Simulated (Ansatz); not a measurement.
Geometry optimisation, Ansatz, RKS B3LYP/def2-SVP.

The input (input.yaml):

```yaml
crystal:
  periodic: [false, false, false]
  atoms:
    - { symbol: B, position_ang: [-0.184136, 0.488857, -0.34931] }
    - { symbol: F, position_ang: [0.018949, -0.181361, 2.074454] }
    - { symbol: H, position_ang: [0.849519, -0.063998, -0.596914] }
    - { symbol: O, position_ang: [-1.407429, -0.023843, -0.492001] }
    - { symbol: H, position_ang: [-1.404259, -0.964612, -0.715656] }
    - { symbol: Br, position_ang: [-0.096296, 2.44233, 0.130297] }
    - { symbol: H, position_ang: [-0.130947, 0.713627, 2.26493] }
basis:
  gaussian: { orbitals: def2-SVP }
hamiltonian:
  xc: b3lyp
relax:
  f_tol: 0.03
  max_steps: 50
```

Launched with:

```bash
$ ansatz run input.yaml --threads 2 --pin off --max-ram 3072MiB --backend cpu --events-out ev --progress --plain --runs-dir out
```

**Question.** Where does it end, and by what steps?

**Answer.** The run converged. After 9 steps the energy has fallen by 0.053 eV; F2 moved furthest, 0.23 Å.

```json
{"step": "0", "energy less start (eV)": "0.0000", "largest force component (eV/Å)": "0.820", "accepted": "yes"}
{"step": "1", "energy less start (eV)": "-0.0029", "largest force component (eV/Å)": "1.823", "accepted": "yes"}
{"step": "2", "energy less start (eV)": "-0.0244", "largest force component (eV/Å)": "0.616", "accepted": "yes"}
{"step": "3", "energy less start (eV)": "-0.0461", "largest force component (eV/Å)": "0.535", "accepted": "yes"}
{"step": "4", "energy less start (eV)": "-0.0489", "largest force component (eV/Å)": "0.322", "accepted": "yes"}
{"step": "5", "energy less start (eV)": "-0.0485", "largest force component (eV/Å)": "0.279", "accepted": "no"}
{"step": "6", "energy less start (eV)": "-0.0519", "largest force component (eV/Å)": "0.144", "accepted": "yes"}
{"step": "7", "energy less start (eV)": "-0.0528", "largest force component (eV/Å)": "0.045", "accepted": "yes"}
{"step": "8", "energy less start (eV)": "-0.0527", "largest force component (eV/Å)": "0.051", "accepted": "no"}
{"step": "9", "energy less start (eV)": "-0.0529", "largest force component (eV/Å)": "0.019", "accepted": "yes"}
```

```xyz
7
Properties=species:S:1:pos:R:3
B -0.216 0.482 -0.372
F 0.023 -0.130 2.302
H 0.821 -0.079 -0.590
O -1.430 -0.034 -0.576
H -1.413 -0.961 -0.853
Br -0.135 2.338 0.234
H -0.005 0.794 2.171
```

Whether the end is a true minimum wasn't checked by a vibrational analysis.

Run time: 23 s on 2 threads of Arm Neoverse V1 (shared host), peak memory 0.18 GiB.
